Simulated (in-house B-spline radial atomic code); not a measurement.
Results of a calculation; reference values are marked as such.
Weak and strong correlation along the adiabatic connection

Two-electron singlets in several external potentials (atomic units), by full CI in B-splines with partial waves to l = 8 (correlation energies up to 0.6 % small). The repulsion is scaled by λ at fixed density; W(λ) is the mean repulsion less the Hartree energy, W(0) = E_x, and the area under W from 0 to 1 is E_xc.

Relative drop (W(λ) − E_x)/E_x:

```
                            system  λ = 0.12  λ = 0.25  λ = 0.4  λ = 0.6  λ = 0.8   λ = 1
     −Z/r, Z = 1.5, wall at 4 bohr    0.0145    0.0290   0.0445   0.0633   0.0802  0.0955
 ω²r²/2 − Z/r, ω = 0.191, Z = -0.5    0.0480    0.0891   0.1262   0.1632   0.1907  0.2118
−V exp(−r²/w²), V = 6.87, w = 1.37    0.0105    0.0214   0.0332   0.0478   0.0612  0.0737
    empty sphere, radius 4.44 bohr    0.0345    0.0660   0.0963   0.1288   0.1545  0.1754
−Z exp(−kr)/r, Z = 2.81, k = 0.347    0.0075    0.0153   0.0239   0.0349   0.0452  0.0550
   ω²r²/2 − Z/r, ω = 0.0771, Z = 1    0.0256    0.0500   0.0746   0.1027   0.1264  0.1466
                     −Z/r, Z = 7.5    0.0025    0.0052   0.0082   0.0122   0.0161  0.0199
```

**Question.** Order the systems by how far second-order (GL2) theory, half the initial slope (estimated from the first points of each curve), overshoots the correlation energy, least first.
A. ω²r²/2 − Z/r, ω = 0.191, Z = -0.5
B. empty sphere, radius 4.44 bohr
C. −Z/r, Z = 7.5
D. −V exp(−r²/w²), V = 6.87, w = 1.37
E. ω²r²/2 − Z/r, ω = 0.0771, Z = 1
F. −Z exp(−kr)/r, Z = 2.81, k = 0.347
G. −Z/r, Z = 1.5, wall at 4 bohr

**Answer.** C (GL2/E_c = 1.03), F (GL2/E_c = 1.10), D (GL2/E_c = 1.15), G (GL2/E_c = 1.20), E (GL2/E_c = 1.35), B (GL2/E_c = 1.48), A (GL2/E_c = 1.68).

**Question.** What else changes along this order?

**Answer.** The ratio follows the bend of the curve. With it the leading natural occupation goes from 1.999 to 1.840 and −T_c/E_c from 0.97 to 0.59 between the first and the last.
